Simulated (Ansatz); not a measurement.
Reaction: H5SiPO (hydroxysilylphosphane, SMILES [SiH2](O)P) → H4SiPO (SMILES O[SiH]P, doublet) + H (doublet) (the H-Si bond breaks)
Each species at its own B3LYP-D3(BJ)/def2-TZVP minimum (Ansatz, an electronic-structure program), one conformer.

Total energies in hartree (Ansatz). UHF or UKS for unpaired electrons; spin-orbit terms are left out. Cores are frozen in correlated methods. No relativity. Where a partner has so few electrons that a lower coupled-cluster level is exact, that level stands in.

| species | HF/cc-pV(T+d)Z | CCSD(T)/cc-pV(T+d)Z | HF/cc-pV(Q+d)Z | CCSD(T)/cc-pV(Q+d)Z | CCSD(T)/cc-pV(D+d)Z | CCSDT(Q)/cc-pV(D+d)Z |
|---|---|---|---|---|---|---|
| 1: H5SiPO (SMILES O[SiH2]P) | -707.55788 | -708.14711 | -707.57180 | -708.19930 | -707.97014 | -707.97229 |
| 2: H4SiPO (SMILES [SiH](P)O, doublet) | -706.93619 | -707.49620 | -706.95000 | -707.54694 | -707.32371 | -707.32606 |
| 3: H (doublet) | -0.49981 | -0.49981 | -0.49995 | -0.49995 | -0.49928 | -0.49928 |

Task: Work out the bond dissociation energy (electronic) in kcal/mol: take Hartree-Fock from cc-pV(Q+d)Z, extrapolate the CCSD(T) correlation energy as X^-3 (X = 3, 4), and add CCSDT(Q) - CCSD(T) in cc-pV(D+d)Z. 1 hartree = 627.51 kcal/mol.

Result: 
Species 1: correlation (64·(-0.62750) - 27·(-0.58923))/37 = -0.65543; step -0.00215; E1 = -707.57180 + (-0.65543) + (-0.00215) = -708.22938
Species 2: correlation (64·(-0.59694) - 27·(-0.56001))/37 = -0.62389; step -0.00235; E2 = -706.95000 + (-0.62389) + (-0.00235) = -707.57624
Species 3: correlation (64·(0.00000) - 27·(0.00000))/37 = 0.00000; step +0.00000; E3 = -0.49995 + (0.00000) + (+0.00000) = -0.49995
-1·E1 +1·E2 +1·E3 = 0.15319 hartree = 96.1 kcal/mol.
